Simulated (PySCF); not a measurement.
Q: What does the PBE0-D3(BJ)/def2-SVP structure of `[NH3+][BH2-]Br` look like in three dimensions?

A: 
```
atom  x, y, z in Å
N1    -0.806    0.152    0.038
B2     0.722   -0.352   -0.120
Br3    1.809    1.253    0.457
H4    -0.991    0.420    1.007
H5    -1.472   -0.573   -0.237
H6    -0.965    0.980   -0.540
H7     0.867   -1.286    0.644
H8     0.891   -0.603   -1.297
```

Orientation and origin are arbitrary. Atoms count from 1 in this order. B2 (four-coordinate boron) is distorted tetrahedral (angles from 103.4° to 115.7°). N1 (nitrogen bonded to B and 3 H) is tetrahedral (angles from 107.2° to 111.6°).

Bonds between heavy atoms (Å): N1–B2 1.616, B2–Br3 2.023.

Level of theory: PBE0-D3(BJ)/def2-SVP geometry optimisation, gas phase (PySCF 2.14.0).

Point group: Cs (tolerance 0.08 Å). Not checked by PBE0-D3(BJ)/def2-SVP frequencies.

Time: 36 s of wall time; peak memory 0.36 GiB. Hardware: one thread, Arm Neoverse N1 (aarch64) (shared host). This is the geometry optimisation.
